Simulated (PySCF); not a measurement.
Bonds (- single, = double, # triple, : aromatic): C1-C2, C2-C3, C3-Al4, Al4-C5, C5-C6, C6-C7, C3-C8, C8-C1, C7-C5. C1 carries H9, H10; C2 carries H11, H12; C3 carries H13; Al4 carries H14; C5 carries H15; C6 carries H16, H17; C7 carries H18, H19; C8 carries H20, H21. H10, H12, H16, H19, H21 are cis to Al4 on the ring; H9, H11, H17, H18, H20 are trans to Al4 on the ring.

PySCF 2.14.0 with density-fitted response routines calculation with geometry: PBE0-D3(BJ)/def2-SVP and shieldings: GIAO PBE0/pcSseg-1; fast rotation and ring inversion assumed for equivalent nuclei, one computed conformer, gas phase, relativity neglected.

Shifts are taken against calculated references (same method and geometry level): 13C, 1H against TMS; 27Al against AlH4-.

```json
{"atoms": "H16/H19", "nucleus": "1H", "count": "2", "Hirshfeld charge": "0.04", "δ (ppm)": "0.27"}
{"atoms": "C1", "nucleus": "13C", "count": "1", "Hirshfeld charge": "-0.07", "δ (ppm)": "26.6"}
{"atoms": "H17/H18", "nucleus": "1H", "count": "2", "Hirshfeld charge": "0.05", "δ (ppm)": "0.68"}
{"atoms": "C6/C7", "nucleus": "13C", "count": "2", "Hirshfeld charge": "-0.09", "δ (ppm)": "?"}
{"atoms": "C3", "nucleus": "13C", "count": "1", "Hirshfeld charge": "-0.17", "δ (ppm)": "15.6"}
{"atoms": "H11/H20", "nucleus": "1H", "count": "2", "Hirshfeld charge": "0.03", "δ (ppm)": "2.37"}
{"atoms": "H15", "nucleus": "1H", "count": "1", "Hirshfeld charge": "0.03", "δ (ppm)": "-0.61"}
{"atoms": "H12/H21", "nucleus": "1H", "count": "2", "Hirshfeld charge": "0.03", "δ (ppm)": "1.79"}
{"atoms": "C5", "nucleus": "13C", "count": "1", "Hirshfeld charge": "-0.20", "δ (ppm)": "?"}
{"atoms": "Al4", "nucleus": "27Al", "count": "1", "Hirshfeld charge": "0.52", "δ (ppm)": "215.7"}
{"atoms": "H13", "nucleus": "1H", "count": "1", "Hirshfeld charge": "0.02", "δ (ppm)": "?"}
{"atoms": "H14", "nucleus": "1H", "count": "1", "Hirshfeld charge": "-0.18", "δ (ppm)": "?"}
{"atoms": "H9", "nucleus": "1H", "count": "1", "Hirshfeld charge": "0.04", "δ (ppm)": "1.80"}
{"atoms": "C2/C8", "nucleus": "13C", "count": "2", "Hirshfeld charge": "-0.07", "δ (ppm)": "?"}
{"atoms": "H10", "nucleus": "1H", "count": "1", "Hirshfeld charge": "0.04", "δ (ppm)": "1.95"}
```

Estimate the values marked ?.

## Answers


- C2/C8: 26.8 ppm, sp3 CH2 in a ring; aliphatic region, no heteroatom directly attached
- C6/C7: 3.3 ppm, three-membered-ring carbon; carbons of three-membered rings are unusually shielded
- C5: -4.3 ppm, three-membered-ring carbon; carbons of three-membered rings are unusually shielded
- H14: 5.68 ppm, hydrogen on an aluminium bonded to 2 C
- H13: 0.93 ppm, hydrogen on an sp3 CH bonded to Al

Hydrides on Al or Ga are broadened by the quadrupolar metal nucleus. Shifts are as computed. Against solution values, carbons near 30 ppm lie about +2 ppm off and those near 130 ppm about +5 ppm. Of 1211 compounds with measured shifts, 218 miss one by over three times the rms of a fit or turn the order of signals round; such compounds aren't used in these exercises.
